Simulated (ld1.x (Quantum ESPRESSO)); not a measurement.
**An all-electron radial function and its pseudo partner (phosphorus)**

Columns: radius, all-electron u(r) and pseudo u(r) of the 3p shell (level -5.89 eV) of phosphorus in the configuration [Ne] 3s1.5 3p3.5; LDA (PZ), non-relativistic, ultrasoft scheme, ld1.x (Quantum ESPRESSO) 7.5.

```json
{"r (bohr)": "0.090", "all-electron": "0.1165", "pseudo": "-0.0057"}
{"r (bohr)": "0.180", "all-electron": "0.2505", "pseudo": "-0.0224"}
{"r (bohr)": "0.270", "all-electron": "0.3043", "pseudo": "-0.0495"}
{"r (bohr)": "0.360", "all-electron": "0.2845", "pseudo": "-0.0856"}
{"r (bohr)": "0.450", "all-electron": "0.2158", "pseudo": "-0.1292"}
{"r (bohr)": "0.540", "all-electron": "0.1200", "pseudo": "-0.1785"}
{"r (bohr)": "0.630", "all-electron": "0.0128", "pseudo": "-0.2315"}
{"r (bohr)": "0.720", "all-electron": "-0.0956", "pseudo": "-0.2863"}
{"r (bohr)": "0.810", "all-electron": "-0.1990", "pseudo": "-0.3412"}
{"r (bohr)": "0.900", "all-electron": "-0.2934", "pseudo": "-0.3947"}
{"r (bohr)": "0.990", "all-electron": "-0.3772", "pseudo": "-0.4455"}
{"r (bohr)": "1.080", "all-electron": "-0.4497", "pseudo": "-0.4927"}
{"r (bohr)": "1.170", "all-electron": "-0.5108", "pseudo": "-0.5355"}
{"r (bohr)": "1.260", "all-electron": "-0.5611", "pseudo": "-0.5734"}
{"r (bohr)": "1.350", "all-electron": "-0.6012", "pseudo": "-0.6062"}
{"r (bohr)": "1.440", "all-electron": "-0.6321", "pseudo": "-0.6334"}
{"r (bohr)": "1.530", "all-electron": "-0.6547", "pseudo": "-0.6548"}
{"r (bohr)": "1.620", "all-electron": "-0.6699", "pseudo": "-0.6699"}
{"r (bohr)": "1.710", "all-electron": "-0.6787", "pseudo": "-0.6787"}
{"r (bohr)": "1.800", "all-electron": "-0.6819", "pseudo": "-0.6819"}
{"r (bohr)": "1.890", "all-electron": "-0.6804", "pseudo": "-0.6804"}
{"r (bohr)": "1.980", "all-electron": "-0.6749", "pseudo": "-0.6749"}
{"r (bohr)": "2.070", "all-electron": "-0.6661", "pseudo": "-0.6661"}
{"r (bohr)": "2.160", "all-electron": "-0.6545", "pseudo": "-0.6545"}
{"r (bohr)": "2.250", "all-electron": "-0.6407", "pseudo": "-0.6407"}
{"r (bohr)": "2.340", "all-electron": "-0.6252", "pseudo": "-0.6252"}
```

**Question.** How many radial nodes do the two functions have?

**Answer.** The all-electron 3p function has n − l − 1 = 1; the pseudo-wave has 0, since the states of the same l below it are removed with the core.

**Question.** At about which radius was the pseudo-wave matched?

**Answer.** 1.60 bohr, where the columns begin to agree (steps of 0.09 bohr).

**Question.** Is the pseudo-wave norm-conserving?

**Answer.** No, it belongs to an ultrasoft set: the norm inside the radius is not constrained, and the difference is carried by the augmentation charge.
